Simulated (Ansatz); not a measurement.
`NC1=[CH][GaH][O][SiH2]1`, charge 0, multiplicity 1.

Problem. Give a relaxed structure at PBE0-D4/def2-TZVP (Ansatz). (Best estimate.)

Solution. Ansatz gave: 
Z-matrix (Å, degrees):
```
Si
Ga 1 2.836
O 1 1.624 2 37.6
C 1 1.905 2 66.9 3 179.5
H 1 1.491 2 125.6 3 82.0
H 1 1.490 2 125.2 3 -82.5
C 2 1.911 1 67.7 3 -179.6
H 2 1.548 1 149.9 3 0.3
N 4 1.356 1 121.2 2 179.0
H 7 1.089 2 127.7 1 -180.0
H 9 1.003 4 121.1 1 9.8
H 9 1.006 4 120.5 1 174.3
```
This is one stationary point; other conformers may exist.
